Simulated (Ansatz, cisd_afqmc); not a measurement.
Species: AlO, charge 0, doublet. AlO (SMILES [Al]=[O], doublet).
B3LYP-D3(BJ)/def2-TZVP minimum from Ansatz (a quantum-chemistry and plane-wave program):
```xyz
2

Al     0.0000     0.0000    -0.6200
O      0.0000     0.0000     1.0074
```
Charge 0, spin multiplicity 2.

Total energies in cc-pV(T+d)Z, 9 correlated electrons, 6 frozen orbitals. Radicals and triplets start from unrestricted determinants; spin-orbit coupling is neglected. Correlated methods leave the cores frozen. No relativity. AFQMC is phaseless with a CISD trial state; ± is one standard error, without the phaseless bias. Outlying blocks are dropped, and bars are widened where a walk drifts. Over all cases where full CI ran beside it in this data, AFQMC minus full CI had a median of +0.1 mEh and passed +0.4 mEh in a tenth of the cases. The UHF reference of AlO ([O]=[Al], doublet) is spin-contaminated (<S^2> up to 0.06 over the pure value in the sets run). The determinant of AlO ([O]=[Al], doublet) is a saddle point of the SCF energy; a lower one exists, which strains HF and MP2.

```csv
method,program,energy (Eh),minus CCSDT(Q) (mEh)
HF,Ansatz,-316.77866,312.05
MP2,Ansatz,-317.04137,49.34
CCSD,Ansatz,-317.07149,19.22
CCSD(T),Ansatz,-317.08518,5.53
CCSDT(Q),Ansatz,-317.09071,0.00
AFQMC/CISD,cisd_afqmc,-317.0868 ± 0.0004,3.9 ± 0.4
```

Rough core times of Ansatz's runs on a shared machine: CCSD(T) 50 s, CCSDT(Q) 4 min.
